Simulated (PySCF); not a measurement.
Zn(Me) (CH₃Zn), SMILES [CH3][Zn+], charge +1.

Geometry: r2SCAN-D4/def2-TZVP. The spin state was assumed, not searched. The isomer is the one that the SMILES or the coordinates give; other isomers of the formula were not compared.

Level of theory: IEF-PCM-B3LYP/def2-SVP run with PySCF 2.14.0.

The values are the electrostatic part of the solvation free energy, E(continuum) − E(gas) at the gas-phase geometry, in a cavity of scaled van der Waals radii (PySCF's table); cavitation and dispersion terms are not included. A continuum can't describe solvent molecules that bind to the metal. In vacuum the orbital gap is 5.06 eV.

```
solvent             ε  ΔG(elec) (kcal/mol)  gap (eV)
--------------  -----  -------------------  --------
water           78.36                -96.5      5.69
ethylethanoate   5.99                -79.1      5.48
methanol        32.61                    …         …
```

**Question.** Some entries are withheld; supply them. (Estimate from the structure and the level; the computed values follow.)

**Answer.** 
- methanol, ΔG(elec) (kcal/mol): -94.4
- methanol, gap (eV): 5.66
